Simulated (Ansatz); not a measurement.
Mulliken charges of `[CH3][SnH3]` from ωB97M-V/def2-TZVPP in Ansatz (PBE0-D4/def2-TZVP geometry).

| atom | x (Å) | y (Å) | z (Å) | charge (e) |
| --- | --- | --- | --- | --- |
| C1 | 1.094 | 0.367 | -0.111 | -0.615 |
| Sn2 | -0.919 | -0.329 | 0.082 | 0.505 |
| H3 | 1.301 | 0.628 | -1.149 | 0.140 |
| H4 | 1.789 | -0.411 | 0.204 | 0.140 |
| H5 | 1.245 | 1.249 | 0.512 | 0.140 |
| H6 | -2.012 | 0.887 | -0.417 | -0.103 |
| H7 | -1.157 | -1.716 | -0.888 | -0.103 |
| H8 | -1.249 | -0.731 | 1.710 | -0.103 |

By hand: the dipole of these point charges (1 e Å = 4.8032 D).

Σ q r = (-0.075, -0.026, 0.007) e Å, of length 0.080 e Å = 0.38 D.

How does the dipole of the full density compare? (An estimate is asked.)

Computed: (0.144, 0.050, -0.014) e Å, 0.74 D; the point charges give 0.51 times that, at 180° from its direction, so they point the opposite way.

Point charges leave out the atoms' own dipoles, such as those of lone pairs, and Mulliken's split depends on the basis, so the two needn't agree.
